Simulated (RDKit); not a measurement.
Input file for RDKit: UFF on CH5BrO (a complex), monomers drawn apart or pushed together.

```python
from rdkit import Chem
from rdkit.Chem import AllChem, rdDetermineBonds

blocks = [
'''6

C     0.56061858   -0.27753152   -0.17024474
O    -0.53156918   -0.25314928    0.75536856
H     0.20021335   -0.23209696   -1.20030305
H     1.07562891   -1.22291512   -0.01576277
H     1.26091662    0.54109299    0.01286204
H    -1.01019897    0.57794457    0.66183339
''',
'''2

Br    0.88722142   -0.42068282    3.94102864
H     0.19486929   -0.38687923    2.65760185
''',
]
mol = None
for b in blocks:
    f = Chem.MolFromXYZBlock(b)
    rdDetermineBonds.DetermineBonds(f, charge=0)
    mol = f if mol is None else Chem.CombineMols(mol, f)
Chem.SanitizeMol(mol)
print(Chem.MolToSmiles(Chem.RemoveHs(mol)))
ff = AllChem.UFFGetMoleculeForceField(mol, vdwThresh=100.0, ignoreInterfragInteractions=False)
e = ff.CalcEnergy()
print(f'UFF energy {e:.6f} kcal/mol')
```

The log:

```
Br.CO
UFF energy 12.257833 kcal/mol
```

The run finished.

Cost: roughly 0.010 core-seconds.
